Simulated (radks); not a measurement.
Task: These are the eigenvalues of the occupied orbitals of an atom or ion with whole-number occupations (hartree). Method: scalar-relativistic Kohn-Sham, r2SCAN, spin-unpolarised, spherical densities, finite nucleus; meta-GGA in the generalised Kohn-Sham scheme; Fermi nuclear charge, rms radius of each element as measured or else 0.836 A^(1/3) + 0.57 fm; computed with a radial shooting solver on a logarithmic mesh with Libxc functionals.

| orbital | eigenvalue |
|---|---|
| 1s | -14.72931 |
| 2s | -1.01959 |
| 2p | -0.55053 |
| 3s | -0.08108 |

Which element is it, and in what charge state? The configuration may be excited.

Result: Z = 7, nitrogen, charge 0: N in [He] 2s2 2p2 3s1. The list shows which subshells hold electrons but not how many an open one holds; the 1s level, -14.729 hartree, gives Z - s = 5.4 by -(Z - s)^2/2, which with screening and relativity narrows Z to a few neighbours, and the depths of the outer levels then fix element, charge and occupations together.
